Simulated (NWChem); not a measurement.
C₄H₄BF; SMILES B1(F)C=CC=C1

Q: Give the equilibrium geometry at PBE0/def2-SVP (NWChem) as a Z-matrix, with the point group.

A: point group C2v; any orientation.
```
C
C 1 1.3444
H 2 1.0906 1 124.43
H 1 1.0950 2 126.10 3 0.00
C 1 1.5079 4 121.37 2 180.00
C 5 1.3444 1 112.53 4 180.00
H 6 1.0906 5 124.43 1 180.00
H 5 1.0950 6 126.10 7 0.00
B 2 1.5817 3 131.46 1 180.00
F 9 1.3197 2 126.64 3 0.00
```
